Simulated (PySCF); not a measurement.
# Working out the ionisation energy of O+

O+ [He] 2s2 2p3 (4S) → O(2+) [He] 2s2 2p2 (3P). Calculation: PySCF 2.14, in aug-cc-pVDZ-DK (4s3p2d, 23 functions); the spin-free X2C one-electron Hamiltonian (Gaussian nucleus). Frozen: 1s2. Energies in hartree (1 hartree = 27.21139 eV):

| part | O+ (lower) | O(2+) (upper) |
| --- | --- | --- |
| UHF | -74.405878 | -73.136229 |
| CCSD correlation | -0.088218 | -0.078975 |
| (T) | -0.000786 | -0.000658 |

What does Hartree-Fock give?

(-73.136229) − (-74.405878) = 1.269649 hartree = 34.549 eV.

What do CCSD and CCSD(T) give?

The CCSD correlation energies differ by 0.009243 hartree = 0.252 eV and the triples by 0.000128 hartree = 0.003 eV, so CCSD gives 34.801 eV and CCSD(T) 34.804 eV.

Reference: 35.121 eV (measured; NIST Atomic Spectra Database, ionization energies), between the lowest levels; spin-orbit coupling is absent from the calculation.

A double-zeta basis recovers only part of the correlation energy.

What remains against the reference includes basis incompleteness, the frozen core and higher excitations.
